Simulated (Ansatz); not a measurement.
Consider the ligand exchange at a B–C bond: `CBC[SiH2]F` + `O[SiH2][SiH3]` → `CBO[SiH2][SiH3]` + `C[SiH2]F`.

Gas-phase electronic energies from Ansatz, PBE0-D4/def2-TZVP geometries. CCSD(T)/CBS adds triple-zeta CCSD(T) − MP2 to the extrapolated MP2 energy (def2 sets, frozen cores). Functionals use def2-TZVPP. B3LYP here is the variant with VWN-RPA as its local correlation; programs differ in this. One conformer a species, not always the lowest.

`CBC[SiH2]F`:

Z-matrix (Å, degrees):
```
C
B 1 1.557
H 1 1.099 2 108.3
H 1 1.096 2 110.8 3 -114.2
H 1 1.092 2 115.4 3 121.3
C 2 1.549 1 123.6 3 -114.0
H 2 1.204 1 118.4 3 62.1
Si 6 1.865 2 109.8 1 95.2
H 6 1.095 2 114.4 1 -24.6
H 6 1.098 2 112.9 1 -151.0
F 8 1.604 6 109.7 2 -56.2
H 8 1.484 6 110.8 2 -174.3
H 8 1.483 6 111.4 2 62.6
```

`O[SiH2][SiH3]`:

Cartesian coordinates in Å:
```
O 1.478 -0.645 1.300
Si 0.913 0.432 0.179
Si -1.161 -0.211 -0.713
H 0.931 -0.815 2.068
H 0.772 1.799 0.764
H 1.948 0.478 -0.883
H -1.644 0.821 -1.673
H -2.169 -0.343 0.377
H -1.067 -1.517 -1.420
```

`CBO[SiH2][SiH3]`:

Z-matrix (Å, degrees):
```
C
B 1 1.565
H 1 1.097 2 109.1
H 1 1.093 2 115.6 3 -122.0
H 1 1.095 2 110.0 3 114.9
O 2 1.356 1 123.7 3 118.0
H 2 1.203 1 120.5 3 -61.4
Si 6 1.659 2 133.9 1 0.6
Si 8 2.344 6 111.1 2 -72.5
H 8 1.490 6 110.3 2 49.9
H 8 1.485 6 106.4 2 167.1
H 9 1.487 8 110.6 6 -57.8
H 9 1.489 8 109.4 6 -177.7
H 9 1.488 8 110.5 6 62.6
```

`C[SiH2]F`:

```xyz
8

C    -0.672    0.159   -0.702
Si    0.602   -0.177    0.601
F     0.647    1.052    1.631
H    -0.435    1.070   -1.256
H    -0.710   -0.671   -1.413
H    -1.665    0.273   -0.260
H     0.273   -1.396    1.384
H     1.959   -0.311    0.014
```

```csv
level,ΔE (kcal/mol)
BLYP-D4,-29.8
r2SCANh-D4,-28.6
CAM-B3LYP-D4,-30.7
revPBE,-26.7
PBE0,-27.6
B3LYP,-29.8
CCSD(T)/def2-TZVPP,-29.3
SCS-MP2/def2-QZVPP,-29.5
```

(1) What does CCSD(T)/CBS give? (Estimate.)

Largest T1 diagnostic among the species: 0.013.

Results:

(1) Computed: -28.9 kcal/mol. The listed levels differ from it by -0.9, 0.3, -1.8, 2.2, 1.3, -0.9, -0.4, -0.6 kcal/mol.

At CCSD(T), def2-SVP lies −4.4 kcal/mol from the extrapolated value and def2-TZVPP −0.4 kcal/mol. From BLYP to BHLYP (50 % exact exchange), in def2-TZVPP and without D4, ΔE moves by −1.2 kcal/mol.

CCSD(T)/CBS has its own doubt, a few kJ/mol and more with outer-core shells, so smaller differences from it don't rank the levels.
